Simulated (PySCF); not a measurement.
PySCF 2.14 output of an unrestricted M06-2X calculation on a single atom or ion in cc-pVDZ-PP with ECP60MDF, with a scalar-relativistic core potential:

```
SCF conv_tol = 1e-09
number electrons alpha = 9  beta = 4
    Y. Zhao and D. G. Truhlar.,  Theor. Chem. Acc. 120, 215 (2008)
    Y. Zhao and D. G. Truhlar.,  Theor. Chem. Acc. 120, 215 (2008)
cycle= 1 E= -66.8835861196146  delta_E= -0.00524  |g|= 0.0128  |ddm|= 0.499
cycle= 2 E= -66.8837363866001  delta_E= -0.00015  |g|= 0.00255  |ddm|= 0.0868
cycle= 3 E= -66.8837436196417  delta_E= -7.23e-06  |g|= 0.00101  |ddm|= 0.00583
cycle= 4 E= -66.883744095629  delta_E= -4.76e-07  |g|= 6.28e-05  |ddm|= 0.00638
cycle= 5 E= -66.8837441007807  delta_E= -5.15e-09  |g|= 4.44e-06  |ddm|= 0.00033
cycle= 6 E= -66.8837441008042  delta_E= -2.35e-11  |g|= 4.28e-07  |ddm|= 1.79e-05
converged SCF energy = -66.8837441008042  <S^2> = 8.7507359  2S+1 = 6.0002453
```

The run itself started from symmetry-adapted Hartree-Fock orbitals and held the occupation by maximum overlap, on a logarithmic radial grid, so the iterations belong to that start.

Question: Which element, charge and spin multiplicity is this?

Answer: W⁺ (tungsten, charge +1), multiplicity 6; the state was [Xe] 4f14 5d4 6s1, high-spin 6D determinant.

Energies and moments cover only the electrons outside the core potential. Spin-orbit coupling, absent here, splits the open shell strongly.
